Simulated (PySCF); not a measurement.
NaBe: from constants to spectrum

PBE0 constants of NaBe, ²Σ⁺ (doublet), unpaired electrons σ ↑ (PySCF, no relativity, basis sets Na def2-TZVP, Be def2-TZVP; masses 22.9898 and 9.0122 u):

| Property | Result |
| --- | --- |
| ωe | 220.4 cm⁻¹ |
| ωexe | 3.68 cm⁻¹ |
| Be | 0.30945 cm⁻¹ |
| αe | 0.00599 cm⁻¹ |
| D (centrifugal) | 2.44e-06 cm⁻¹ |
| De to Na + Be | 0.360 eV |

(1) Give the vibrational terms G(v) and spacings up to v = 6.

(2) How well does the Morse estimate ωe²/(4ωexe) reproduce De, and what is D0?

The bond is weak. Basis-set superposition, not corrected here, can be much of De in a small basis, most of all at correlated wavefunction levels. Functionals without a dispersion term scatter widely for such bonds, and LDA overbinds them. The state is the lowest determinant that a PBE0 search found; another state may lie lower at other levels.

Results:

(1) G(v) = ωe(v+½) − ωexe(v+½)².

```
v  G(v) (cm⁻¹)  G(v) − G(v−1)  Bv (cm⁻¹)
0        109.3                    0.3065
1        322.3          213.0     0.3005
2        528.0          205.7     0.2945
3        726.3          198.3     0.2885
4        917.3          191.0     0.2825
5       1100.9          183.6     0.2765
6       1277.1          176.2     0.2705
```

(2) It gives 0.409 eV, 114 % of the computed De. D0 = De − G(0) = 0.360 − 0.014 = 0.346 eV.
